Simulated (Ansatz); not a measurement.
CH6AlBOS, SMILES `OC[BH][AlH][SH]`, relaxed with RKS PBE-D4/def2-SVP in Ansatz 0.2.0 from a rough embedded geometry. The force threshold is 0.03 eV/Å; the program also tests the step.

The species carries charge 0 and has multiplicity 1.

Start:

```xyz
11

O     1.138   -0.309    1.691
C     1.466   -0.091    0.365
B     0.442   -0.892   -0.524
Al   -1.544   -0.385   -0.757
S    -2.320    1.404    0.510
H     0.448    0.452    1.915
H     2.493   -0.498    0.171
H     1.452    0.981    0.022
H     0.891   -1.800   -1.226
H    -2.503   -1.170   -1.647
H    -1.964    2.307   -0.520
```

Question: By how much does the energy fall, and how many steps does the optimiser take? (Best estimate.)

Answer: Ansatz gave: 1.17 eV, in 12 steps.

Question: Which bonds change most? (An estimate is asked.)

Answer: Ansatz gave: O1–B3 from 2.394 to 1.697 Å; O1–C2 from 1.384 to 1.490 Å; Al4–H10 from 1.527 to 1.602 Å; S5–H11 from 1.415 to 1.366 Å.

Question: Give the relaxed structure. (Estimate.)

Answer: The calculation gave: 
```xyz
11

O     0.678   -0.411    1.166
C     1.442    0.204    0.045
B     0.494   -0.960   -0.429
Al   -1.509   -0.453   -0.867
S    -2.010    1.291    0.532
H    -0.134    0.157    1.328
H     2.516    0.025    0.218
H     1.212    1.281   -0.063
H     0.978   -2.071   -0.540
H    -2.799   -1.036   -1.616
H    -0.868    1.973    0.225
```
